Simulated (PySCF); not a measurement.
C3H3, SMILES [C]#CC, multiplicity 2. Atoms are numbered in the order given.

```xyz
6

C      0.0503    -1.5739     0.0000
C     -0.1062    -0.3138     0.0000
C      0.0170     1.1332     0.0000
H      1.0852     1.3816     0.0000
H     -0.4259     1.5726     0.8965
H     -0.4259     1.5726    -0.8965
```
Charge 0, spin multiplicity 2.

Coordinates come from a ωB97X-D3(BJ)/def2-TZVP optimisation. The isomer is the one that the SMILES or the coordinates give; other isomers of the formula were not compared.

Level of theory: PBE/def2-TZVPD (PySCF).

```
Quantity                                                                                                         Value
---------------------------------------------------------------------------------------------  -----------------------
total energy                                                                                        -115.81733 hartree
point group                                                                                                         Cs
α spin, highest occupied and lowest empty level                                                     -6.85 and -0.95 eV
β spin, highest occupied and lowest empty level                                                     -6.56 and -5.89 eV
dipole moment                                                                                                   3.14 D
quadrupole, principal values (traceless, Buckingham form, about the centre of nuclear charge)    -2.49, 0.15, 2.34 D·Å
mean static polarisability                                                                        49.2 bohr³ (7.29 Å³)
polarisability, principal values                                                                28.8, 41.2, 77.7 bohr³
⟨S²⟩                                                                                           0.758 (pure state 0.75)
```
